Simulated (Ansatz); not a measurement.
Reaction (redistribution): `NB(F)[SiH2]Cl` + `N[SiH2][TeH]` → `NB(F)[TeH]` + `N[SiH2][SiH2]Cl`

Isolated molecules relaxed with PBE0-D4/def2-TZVP in Ansatz; ΔE leaves out vibrations. CCSD(T)/CBS adds triple-zeta CCSD(T) − MP2 to the extrapolated MP2 energy (def2 sets, frozen cores). Functionals use def2-TZVPP. B3LYP here is the variant with VWN-RPA as its local correlation; programs differ in this. def2 core potentials past Kr. For Te outer-core shells are correlated without core-valence functions, which leaves a few kJ/mol of doubt a bond. Each species was taken in one conformer, which may not be the lowest.

`NB(F)[SiH2]Cl`:

Cartesian coordinates in Å:
```
N 1.277 0.084 0.996
B 0.770 -0.280 -0.242
F 1.589 -0.833 -1.150
Si -1.184 0.010 -0.696
Cl -2.090 0.888 0.954
H 0.698 0.502 1.705
H 2.241 -0.045 1.256
H -1.388 0.927 -1.847
H -1.913 -1.254 -0.974
```

`N[SiH2][TeH]`:

Z-matrix (Å, degrees):
```
Si
Te 1 2.513
N 1 1.714 2 118.0
H 1 1.483 2 102.2 3 -120.1
H 1 1.482 2 108.8 3 121.4
H 2 1.658 1 91.9 3 -68.0
H 3 1.008 1 118.5 2 81.9
H 3 1.008 1 119.5 2 -57.9
```

`NB(F)[TeH]`:

Z-matrix (Å, degrees):
```
N
B 1 1.390
H 1 1.003 2 123.7
H 1 1.007 2 121.4 3 180.0
F 2 1.336 1 119.5 3 -180.0
Te 2 2.181 1 124.6 3 0.0
H 6 1.658 2 93.2 1 0.0
```

`N[SiH2][SiH2]Cl`:

```xyz
10

N     1.632    0.599    0.004
Si    0.439   -0.358   -0.780
Si   -1.411   -0.363    0.656
Cl   -1.681    1.601    1.269
H     1.361    1.481    0.409
H     2.574    0.635   -0.350
H     0.973   -1.735   -0.964
H    -0.015    0.115   -2.124
H    -1.201   -1.176    1.880
H    -2.671   -0.799    0.000
```

| level | ΔE (kJ/mol) | difference from CCSD(T)/CBS |
| --- | --- | --- |
| r2SCAN-D4 | 19.5 | 0.0 |
| PBE0-D4 | 19.0 | -0.5 |
| PBE | 20.5 | 1.0 |
| r2SCAN | 19.7 | 0.2 |
| B3LYP | 21.7 | 2.2 |
| MP2/def2-TZVPP | 18.7 | -0.8 |
| CCSD(T)/def2-TZVPP | 17.2 | -2.3 |
| HF/def2-QZVPP | 20.7 | 1.2 |
| MP2/def2-QZVPP | 20.1 | 0.6 |
| HF/CBS(def2) | 20.7 | 1.2 |
| CCSD(T)/CBS | 19.5 | 0 |

Largest T1 diagnostic among the species: 0.012.
